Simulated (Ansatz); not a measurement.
`O[SiH](F)[SiH2][SiH3]` + HCl → `[SiH3][SiH2]Cl` + `O[SiH2]F` at 600 K and 1 bar (cleavage of the Si–Si bond).

Calculated with Ansatz (gas phase, PBE0-D4/def2-TZVP geometries, no zero-point term in ΔE). CCSD(T)/CBS adds triple-zeta CCSD(T) − MP2 to the extrapolated MP2 energy (def2 sets, frozen cores). This one scheme is used for every species. Each species was taken in one conformer, which may not be the lowest.

```csv
species,CCSD(T)/CBS energy (Eh),H − E (kJ/mol),S (J/(mol·K))
`O[SiH](F)[SiH2][SiH3]`,-1046.52114,259.4,524.7
HCl,-460.38127,35.4,207.2
`[SiH3][SiH2]Cl`,-1040.97629,165.1,399.9
`O[SiH2]F`,-465.96250,127.7,331.4
```

H − E and S are ideal-gas, rigid-rotor, harmonic terms from PBE0-D4/def2-TZVP, for one conformer and one mirror image of each species. 1 Eh = 2625.50 kJ/mol, R = 8.31446 J/(mol·K).

By hand: ΔE, ΔH, ΔS and ΔG.

ΔE = (-1040.97629) + (-465.96250) − (-1046.52114) − (-460.38127) = -0.03638 Eh = -95.5 kJ/mol. Δ(H − E) = 165.1 + 127.7 − 259.4 − 35.4 = -2.0, so ΔH = -97.5 kJ/mol. ΔS = 399.9 + 331.4 − 524.7 − 207.2 = -0.6 J/(mol·K). ΔG = -97.5 − 600 × (-0.6)/1000 = -97.1 kJ/mol.

By hand: the equilibrium constant, and the temperature at which ΔG would vanish if ΔH and ΔS stayed fixed.

log₁₀ K = −ΔG/(RT ln 10) = 8.5. ΔG = 0 at ΔH/ΔS = 162500 K, far beyond where these terms or the molecules hold.

The number of gas molecules stays the same, so ΔS is small and ΔH decides. A doubt of 5 kJ/mol in ΔE shifts log₁₀ K by 0.4 here. Other conformers and mirror images would add mixing entropy, several J/(mol·K) or more a flexible species. Modes under 60 cm⁻¹, often nearly free rotors, make the harmonic entropy too high. These are equilibria of isolated gas molecules and say nothing of rates. Largest T1 diagnostic: 0.013 (customary marks: 0.02 for closed shells, 0.045 for open ones).
